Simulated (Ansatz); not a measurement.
Ansatz (an electronic-structure program) job for BeClHSe, SMILES [Cl][Be][SeH], PBE-D3(BJ)/def2-TZVP. 

Ansatz 0.2 input:
```yaml
crystal:
  periodic: [false, false, false]
  atoms:
    - {symbol: Be, position_ang: [0.52797123, -0.40966072, -0.31091414]}
    - {symbol: Cl, position_ang: [1.86510993, -1.21976335, -1.09492267]}
    - {symbol: Se, position_ang: [-0.94516620, 0.66474281, 0.54361606]}
    - {symbol: H, position_ang: [-1.68310311, -0.22663591, 1.37439579]}
basis:
  gaussian:
    orbitals: def2-TZVP
hamiltonian:
  xc: pbe
  dispersion: d3bj
relax: {f_tol: 0.002, max_steps: 200}
```

Program output:

```
WARN ansatz: RAYON_NUM_THREADS=1 ignored (pool sized by the plan → 1); use --threads N
Functional definition: PBE
integrals: 0.04 GiB planned
828 factors; their error is unknown
mean field: 0.26 GiB planned
mean field evaluation 1: about -78276.2198 eV, gradient 2.0e1 eV
mean field evaluation 2: about -78276.1441 eV, gradient 2.1e1 eV
mean field evaluation 4: about -78277.2608 eV, gradient 1.4e0 eV
mean field evaluation 8: about -78277.2362 eV, gradient 2.6e-2 eV
mean field evaluation 16: about -78277.2362 eV, gradient 1.9e-5 eV
mean field -78277.23624455 eV, -2876.6353737707 hartree, gradient 1.9e-5 eV, S^2 0.000000; 0 other end points of the search recorded, 0 dependent functions left out
the calculation of the forces begins
reference -78277.23627872 eV, -2876.6353750265 hartree; 28, 28 occupied and 82, 82 virtual orbitals, 828 factors
relax step   1: F+E_penalty+E_count = -78277.32049816 eV  Δ(F+E_penalty+E_count) = +0.000e0 eV  max|allowed force component| = 1.507e0 eV/Å  Δτ_max = 0.0000 Å  (26 SCF iters, accepted)
these checks for a lower state are left out or cut short: starts, cluster_reference, orbital_swaps, neighbouring_geometries, increment
integrals: 0.04 GiB planned
828 factors; their error is unknown
mean field: 0.26 GiB planned
mean field -78277.38614403 eV, -2876.6408824752 hartree, gradient 2.6e-5 eV, S^2 0.000000; 0 other end points of the search recorded, 0 dependent functions left out
the calculation of the forces begins
reference -78277.38617836 eV, -2876.6408837368 hartree; 28, 28 occupied and 82, 82 virtual orbitals, 828 factors
relax step   2: F+E_penalty+E_count = -78277.47055853 eV  Δ(F+E_penalty+E_count) = -1.501e-1 eV  max|allowed force component| = 5.485e-1 eV/Å  Δτ_max = 0.1572 Å  (27 SCF iters, accepted)
these checks for a lower state are left out or cut short: starts, cluster_reference, orbital_swaps, neighbouring_geometries, increment
integrals: 0.04 GiB planned
828 factors; their error is unknown
mean field: 0.26 GiB planned
mean field -78277.40631014 eV, -2876.6416235660 hartree, gradient 1.5e-5 eV, S^2 0.000000; 0 other end points of the search recorded, 0 dependent functions left out
the calculation of the forces begins
reference -78277.40634458 eV, -2876.6416248317 hartree; 28, 28 occupied and 82, 82 virtual orbitals, 828 factors
relax step   3: F+E_penalty+E_count = -78277.49059672 eV  Δ(F+E_penalty+E_count) = -2.004e-2 eV  max|allowed force component| = 2.592e-1 eV/Å  Δτ_max = 0.1126 Å  (29 SCF iters, accepted)
these checks for a lower state are left out or cut short: starts, cluster_reference, orbital_swaps, neighbouring_geometries, increment
integrals: 0.04 GiB planned
828 factors; their error is unknown
mean field: 0.26 GiB planned
mean field evaluation 32: about -78277.4409 eV, gradient 3.7e-3 eV
mean field -78277.41105527 eV, -2876.6417979463 hartree, gradient 1.2e-5 eV, S^2 0.000000; 0 other end points of the search recorded, 0 dependent functions left out
the calculation of the forces begins
reference -78277.41108972 eV, -2876.6417992121 hartree; 28, 28 occupied and 82, 82 virtual orbitals, 828 factors
relax step   4: F+E_penalty+E_count = -78277.49507966 eV  Δ(F+E_penalty+E_count) = -4.483e-3 eV  max|allowed force component| = 8.553e-2 eV/Å  Δτ_max = 0.0220 Å  (29 SCF iters, accepted)
these checks for a lower state are left out or cut short: starts, cluster_reference, orbital_swaps, neighbouring_geometries, increment
integrals: 0.04 GiB planned
828 factors; their error is unknown
mean field: 0.26 GiB planned
mean field -78277.41177122 eV, -2876.6418242571 hartree, gradient 1.2e-5 eV, S^2 0.000000; 0 other end points of the search recorded, 0 dependent functions left out
the calculation of the forces begins
reference -78277.41180566 eV, -2876.6418255228 hartree; 28, 28 occupied and 82, 82 virtual orbitals, 828 factors
relax step   5: F+E_penalty+E_count = -78277.49586428 eV  Δ(F+E_penalty+E_count) = -7.846e-4 eV  max|allowed force component| = 9.293e-3 eV/Å  Δτ_max = 0.0151 Å  (29 SCF iters, accepted)
these checks for a lower state are left out or cut short: starts, cluster_reference, orbital_swaps, neighbouring_geometries, increment
integrals: 0.04 GiB planned
828 factors; their error is unknown
mean field: 0.26 GiB planned
mean field -78277.41183751 eV, -2876.6418266930 hartree, gradient 1.2e-5 eV, S^2 0.000000; 0 other end points of the search recorded, 0 dependent functions left out
the calculation of the forces begins
reference -78277.41187195 eV, -2876.6418279588 hartree; 28, 28 occupied and 82, 82 virtual orbitals, 828 factors
relax step   6: F+E_penalty+E_count = -78277.49592939 eV  Δ(F+E_penalty+E_count) = -6.511e-5 eV  max|allowed force component| = 5.948e-3 eV/Å  Δτ_max = 0.0063 Å  (29 SCF iters, accepted)
these checks for a lower state are left out or cut short: starts, cluster_reference, orbital_swaps, neighbouring_geometries, increment
integrals: 0.04 GiB planned
828 factors; their error is unknown
mean field: 0.26 GiB planned
mean field -78277.41182863 eV, -2876.6418263669 hartree, gradient 1.6e-5 eV, S^2 0.000000; 0 other end points of the search recorded, 0 dependent functions left out
the calculation of the forces begins
reference -78277.41186308 eV, -2876.6418276327 hartree; 28, 28 occupied and 82, 82 virtual orbitals, 828 factors
relax step   7: F+E_penalty+E_count = -78277.49596177 eV  Δ(F+E_penalty+E_count) = -3.239e-5 eV  max|allowed force component| = 4.077e-3 eV/Å  Δτ_max = 0.0061 Å  (21 SCF iters, accepted)
these checks for a lower state are left out or cut short: starts, cluster_reference, orbital_swaps, neighbouring_geometries, increment
integrals: 0.04 GiB planned
828 factors; their error is unknown
mean field: 0.26 GiB planned
mean field -78277.41182446 eV, -2876.6418262136 hartree, gradient 3.4e-5 eV, S^2 0.000000; 0 other end points of the search recorded, 0 dependent functions left out
the calculation of the forces begins
reference -78277.41185891 eV, -2876.6418274794 hartree; 28, 28 occupied and 82, 82 virtual orbitals, 828 factors
relax step   8: F+E_penalty+E_count = -78277.49596266 eV  Δ(F+E_penalty+E_count) = -8.908e-7 eV  max|allowed force component| = 1.530e-4 eV/Å  Δτ_max = 0.0005 Å  (17 SCF iters, accepted)
integrals: 0.04 GiB planned
828 factors; their error is unknown
mean field: 0.26 GiB planned
mean field evaluation 64: about -78276.4275 eV, gradient 2.0e1 eV
mean field -78277.41182446 eV, -2876.6418262136 hartree, gradient 3.4e-5 eV, S^2 0.000000; 1 other end points of the search recorded, 0 dependent functions left out
the calculation of the forces begins
reference -78277.41185891 eV, -2876.6418274794 hartree; 28, 28 occupied and 82, 82 virtual orbitals, 828 factors
Total energy: -78277.49599711 eV, -2876.6449195013 hartree
Atom 0 at     0.469070    -0.320434    -0.276789 Å, force    -0.000072     0.000088     0.000008 eV/Å
Atom 1 at     1.795244    -1.302513    -1.024074 Å, force    -0.000040    -0.000002     0.000044 eV/Å
Atom 2 at    -1.010431     0.817709     0.544463 Å, force     0.000138     0.000067    -0.000116 eV/Å
Atom 3 at    -1.489071    -0.386080     1.268575 Å, force    -0.000026    -0.000153     0.000065 eV/Å
Dipole moment:    -0.090825    -0.042032     0.083055 e Å
```

The calculation finished and met its thresholds.
